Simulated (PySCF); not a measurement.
**CdI: one state, many levels of theory**

State: ²Σ⁺ (doublet), unpaired electrons σ ↑. Set-up: PySCF, scalar-relativistic core potentials, basis sets Cd def2-SVP with ECP28, I def2-SVP with ECP28. De refers to Cd + I in their high-spin ground configurations, without counterpoise correction. The functionals are run spin-unrestricted. A positive dipole means Cd(−)I(+).

```json
{"Level": "UHF", "Re (Å)": "2.727", "ωe (cm⁻¹)": "179", "De (eV)": "1.04", "μ (D)": "-4.02", "CPU s a point (SCF and correlation, without the integrals)": "0.18"}
{"Level": "UHF-MP2", "Re (Å)": "2.667", "ωe (cm⁻¹)": "192", "De (eV)": "1.14", "μ (D)": "n/a", "CPU s a point (SCF and correlation, without the integrals)": "0.4"}
{"Level": "UHF-SCS-MP2", "Re (Å)": "2.683", "ωe (cm⁻¹)": "187", "De (eV)": "0.98", "μ (D)": "n/a", "CPU s a point (SCF and correlation, without the integrals)": "n/a"}
{"Level": "PBE", "Re (Å)": "2.739", "ωe (cm⁻¹)": "158", "De (eV)": "1.23", "μ (D)": "-2.73", "CPU s a point (SCF and correlation, without the integrals)": "1"}
{"Level": "r²SCAN", "Re (Å)": "2.699", "ωe (cm⁻¹)": "173", "De (eV)": "1.39", "μ (D)": "-3.00", "CPU s a point (SCF and correlation, without the integrals)": "1.1"}
{"Level": "B3LYP", "Re (Å)": "2.755", "ωe (cm⁻¹)": "155", "De (eV)": "1.03", "μ (D)": "-2.97", "CPU s a point (SCF and correlation, without the integrals)": "0.92"}
{"Level": "PBE0", "Re (Å)": "2.706", "ωe (cm⁻¹)": "171", "De (eV)": "1.29", "μ (D)": "-3.13", "CPU s a point (SCF and correlation, without the integrals)": "1.2"}
{"Level": "r²SCAN0", "Re (Å)": "2.685", "ωe (cm⁻¹)": "180", "De (eV)": "1.38", "μ (D)": "-3.25", "CPU s a point (SCF and correlation, without the integrals)": "1.2"}
{"Level": "B97-3", "Re (Å)": "2.754", "ωe (cm⁻¹)": "156", "De (eV)": "1.05", "μ (D)": "-3.23", "CPU s a point (SCF and correlation, without the integrals)": "0.64"}
{"Level": "CAM-B3LYP", "Re (Å)": "2.705", "ωe (cm⁻¹)": "171", "De (eV)": "1.08", "μ (D)": "-3.09", "CPU s a point (SCF and correlation, without the integrals)": "1.3"}
```

Task: What does a quarter of exact exchange do here, going from PBE to PBE0?

Result: PBE0 less PBE: -3.3 pm in Re, +8.2 % in ωe, +0.06 eV in De. Exact exchange removes part of the self-interaction that spreads semilocal densities, and in most molecules shortens and stiffens the bond and lowers De; here De goes the other way.

Task: What does the step from GGA to meta-GGA do here, going from PBE to r²SCAN?

Result: r²SCAN less PBE: -4.0 pm in Re, +9.5 % in ωe, +0.16 eV in De. 

Task: What does a quarter of exact exchange do here, going from r²SCAN to r²SCAN0?

Result: r²SCAN0 less r²SCAN: -1.4 pm in Re, +4.0 % in ωe, -0.01 eV in De. Exact exchange removes part of the self-interaction that spreads semilocal densities, and in most molecules shortens and stiffens the bond and lowers De; so it does here.

Correlated steps freeze 4 core orbitals. Correlated levels converge slowly with the basis: in double zeta they bind strong bonds too weakly, by up to about 1 eV, and carry superposition errors of some tenths. Spin–orbit coupling is left out, which matters for elements this heavy, above all for dissociation energies. The state was picked by a PBE0 search and need not be the measured ground state.

The whole job (state search and all levels along the bond) took about 1.9 min on 1 thread of Arm Neoverse V2 (shared host), peak memory 0.8 GiB.
